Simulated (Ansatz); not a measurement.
**What each rung costs, and what it gives**

Saddle point of SiH6ClOF, closed shell (SiH₃Cl ([SiH3][Cl]) + H₂O + HF → SiH₃ClO ([OH][SiH2][Cl]) + HF + H₂; bonds formed: Si1–O7, H2–H8, H6–F9; bonds broken: Si1–H2, H6–O7, H8–F9), PBE0-D4/def2-TZVP structure:

```xyz
10
angstrom
Si -0.7659 0.6227 0.0401
H -0.2137 -0.5147 1.1821
H -0.9865 1.5692 -1.1011
H -2.0925 -0.0111 0.2188
Cl -0.1867 2.0497 1.4278
H 1.0643 -0.9487 -0.4899
O 0.3819 -0.2828 -1.0156
H 0.6047 -1.0668 1.0190
F 1.4972 -1.5925 0.5192
H 0.6973 0.1750 -1.8002
```

Barriers are electronic and count from the start structure reached by relaxing down the imaginary mode.

Computed with Ansatz 0.2.0 (basis: as named in each row); correlated methods freeze the cores. B3LYP uses VWN-RPA correlation. Extrapolation: Hartree–Fock as exp(−7.88 √X), correlation as X^−2.97.

Times are rough, for one single point on 4 threads of a shared host (Arm Neoverse V2).

The estimate by CCSD(T) at an estimated basis limit (MP2 extrapolated from triple and quadruple zeta, plus CCSD(T) − MP2 in triple zeta) is 1.314 eV.

| method | basis | time (s) | barrier (eV) | method less estimate |
| --- | --- | --- | --- | --- |
| HF | STO-3G | under 1 | 2.105 | 0.792 |
| PBE-D4 | STO-3G | under 1 | -0.804 | -2.117 |
| SPW92 | def2-SVP | under 1 | 0.186 | -1.128 |
| B3LYP-D4 | 6-31G | under 1 | 1.047 | -0.266 |
| PBE-D4 | def2-SVP | under 1 | 0.738 | -0.576 |
| PBE0-D4 | def2-SVP | under 1 | 0.988 | -0.326 |
| SPW92 | def2-TZVPP | under 1 | 0.339 | -0.975 |
| PBE-D4 | def2-TZVPP | 2 | 0.861 | -0.452 |
| BLYP-D4 | def2-TZVPP | 2 | 1.039 | -0.275 |
| B3LYP-D4 | def2-TZVPP | 2 | 1.163 | -0.151 |
| BHLYP-D4 | def2-TZVPP | 2 | 1.387 | 0.074 |
| PBE0-D4 | def2-TZVPP | 2 | 1.053 | -0.261 |
| CAM-B3LYP-D4 | def2-TZVPP | 2 | 1.147 | -0.166 |
| CCSD(T) | def2-SVP | 3 | 1.457 | 0.144 |
| r2SCAN-D4 | def2-TZVPP | 3 | 0.924 | -0.389 |
| r2SCAN0-D4 | def2-TZVPP | 3 | 1.083 | -0.230 |
| wB97M-V | def2-SVP | 4 | 1.111 | -0.202 |
| RPA on PBE | def2-TZVPP | 4 | 1.326 | 0.013 |
| B2PLYP | def2-TZVPP | 4 | 1.246 | -0.067 |
| PBE-QIDH | def2-TZVPP | 4 | 1.197 | -0.116 |
| wB97X-V | def2-TZVPP | 6 | 1.228 | -0.086 |
| wB97M-V | def2-TZVPP | 6 | 1.225 | -0.088 |
| B97M-V | def2-TZVPP | 7 | 1.124 | -0.190 |
| MP2 | def2-QZVPP | 15 | 1.231 | -0.082 |
| CCSD(T) | def2-TZVPP | 91 | 1.328 | 0.014 |

All methods are single points on the PBE0-D4 structures; a negative value means that the method puts the saddle structure below the start.

No T1 diagnostic of these runs exceeds 0.011.

Labels in which every atom is bracketed show which atoms are joined, not bond orders.
